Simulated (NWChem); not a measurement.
# Si$_{2}$NH$_{6}$OCl; SMILES N[Si@H](Cl)[SiH2]O

```xyz
11

N     -2.0166    -0.5129     0.3997
Si    -0.5106    -0.4797    -0.4211
Cl     0.7883    -2.0693     0.0548
Si     0.7592     1.3754     0.2109
O     -0.0763     2.7632    -0.2047
H     -2.0700    -0.3142     1.3924
H     -2.7438    -1.1600     0.1143
H     -0.7951    -0.6149    -1.8759
H      2.0971     1.3123    -0.4601
H      1.0017     1.2991     1.6902
H      0.3541     3.6009    -0.0093
```
Atoms are numbered in this order, from 1.

Program: NWChem. Coordinates come from a PBE0/def2-SVP optimisation. B3LYP is NWChem's, with the RPA form of VWN correlation. Total energies of different functionals are on different scales.

```json
[
 {"level": "PBE/def2-TZVP", "energy (Ha)": "-1172.3460", "highest occupied level (eV)": "-6.45", "orbital gap (eV)": "5.16", "dipole (D)": "2.02", "relative time": "1"},
 {"level": "B3LYP/def2-TZVP", "energy (Ha)": "-1173.0476", "highest occupied level (eV)": "-7.56", "orbital gap (eV)": "6.91", "dipole (D)": "1.99", "relative time": "1"},
 {"level": "TPSSh/def2-TZVP", "energy (Ha)": "-1173.0394", "highest occupied level (eV)": "-7.08", "orbital gap (eV)": "6.34", "dipole (D)": "2.04", "relative time": "1"},
 {"level": "CAM-B3LYP/def2-TZVP", "energy (Ha)": "-1172.9662", "highest occupied level (eV)": "-9.12", "orbital gap (eV)": "9.68", "dipole (D)": "2.00", "relative time": "9"},
 {"level": "PBE0/def2-TZVP", "energy (Ha)": "-1172.4464", "highest occupied level (eV)": "-7.78", "orbital gap (eV)": "7.34", "dipole (D)": "2.01", "relative time": "1"}
]
```

The last column is a rough cost ratio, cheapest run = 1.
